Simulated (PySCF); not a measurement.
# What a mistake does to a calculation on B2C2H7

Calculated results; nothing here was measured. They come from PySCF 2.14.0, an open-source quantum chemistry program, on an isolated molecule that a program drew, which may never have been made. The molecule is B2C2H7 (charge 0, doublet), drawn as the SMILES string `BB[CH]C`.

Each row is a Hartree-Fock (HF) and frozen-core CCSD(T) single point in the cc-pVDZ basis, meant for a local HF minimum. Run 1 is clean. Each other run has one planted mistake out of seven kinds, and not every kind appears here: one electron removed, one electron added, multiplicity raised by two, geometry at a saddle point, minimal basis STO-3G, one bond length entered in bohr, all coordinates scaled. The reference is restricted for singlets and unrestricted otherwise, and also for a bond in bohr. Adding or removing an electron swaps singlet and doublet. Electrons count all cores. HOMO and LUMO are orbital energies over both spins, the gradient is its largest component, and the lowest frequency (negative if imaginary) is given only where the gradient is small. Bond lengths are over the 10 bonds as drawn. T1 is the CCSD diagnostic: over 0.02 (restricted) or 0.045 (unrestricted) a single reference is doubtful.

Geometry of the clean run:
```xyz
11
B2C2H7, angstrom
B    -0.5384   -0.7026    2.0964
B    -1.1590    0.7415    1.4658
C    -0.3177    1.9605    1.0391
C    -0.8510    3.2482    0.4796
H    -0.3928   -0.8722    3.2808
H    -0.2493   -1.6361    1.3907
H    -2.3605    0.8248    1.3395
H     0.7675    1.9372    1.1319
H    -1.9382    3.2408    0.3992
H    -0.4334    3.4420   -0.5145
H    -0.5579    4.0957    1.1088
```

```
run,electrons,basis functions,<S^2>,HOMO (eV),LUMO (eV),gradient (hartree/bohr),lowest frequency (cm^-1),mean bond (Å),longest bond (Å),T1,HF (hartree),CCSD(T) (hartree),mistake
1,29,91,0.758,-9.95,1.38,1.3e-05,111,1.2729,1.694,0.0133,-129.11298,-129.60857,no fault
2,30,91,0.000,-1.17,7.18,5.8e-02,-,1.2729,1.694,0.0143,-129.09974,-129.64919,one electron added
3,29,91,0.756,-9.90,1.50,1.1e-01,-,1.1469,1.526,0.0126,-129.00171,-129.48486,all coordinates scaled
4,28,91,0.000,-16.75,-6.99,8.2e-02,-,1.2729,1.694,0.0201,-128.80332,-129.27963,?
```

**Which mistake was planted in run 4, and what did it cost?**

It counts 28 electrons, one fewer than the clean run, at the same geometry and basis. So the mistake is: one electron removed. Subtracting run 1 and multiplying by 627.51 kcal/mol a hartree, the energy moved by 194.3 kcal/mol in HF and 206.4 kcal/mol in CCSD(T).

Cautions from the logs. Run 4: T1 is over the limit, so its CCSD(T) energy is less reliable.
